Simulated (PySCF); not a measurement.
A calculated (PBE0, PySCF 2.14, x2c-SVPall, the spin-free X2C one-electron Hamiltonian (Gaussian nucleus)) atom or ion has these occupied shells.

```tsv
shell	electrons	orbital energy (eV)	rms radius, mean of both spins (bohr)
1s α	1	-2118.4	0.120
1s β	1	-2118.1	0.120
2s α	1	-192.84	0.564
2s β	1	-192.55	0.564
2p α	3	-141.29	0.542
2p β	3	-140.85	0.542
3s α	1	-25.946	1.96
3s β	1	-23.187	1.96
3p α	2	-16.346	2.32
```

**Question.** Name the element and its charge.

**Answer.** P⁺ (phosphorus, charge +1), in [Ne] 3s2 3p2, high-spin 3P determinant.
